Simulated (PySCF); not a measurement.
## Kr²⁺: ionisation energy

Kr²⁺ [Ar] 3d10 4s2 4p4 (3P) → Kr³⁺ [Ar] 3d10 4s2 4p3 (4S), as a difference of total energies. Computed with PySCF 2.14 in x2c-QZVPPall, with the spin-free X2C one-electron Hamiltonian (Gaussian nucleus). Correlated levels: valence: [Ar] 3d10 frozen. The calculations carry no spin-orbit coupling.

Question: Order these methods by the ionisation energy they give, lowest first.
A. SCS-MP2 (valence)
B. CCSD (valence)
C. CCSD(T) (valence)
D. UHF

Answer: D (34.333 eV), A (35.271 eV), B (35.303 eV), C (35.331 eV).

A first-order spin-orbit estimate (lowest level to lowest level, LS coupling) adds 0.239 eV.

Errors of the correlated levels include the incompleteness of this basis and the frozen core.

For comparison: 35.838 ± 0.02 eV (measured; NIST Atomic Spectra Database, ionization energies).
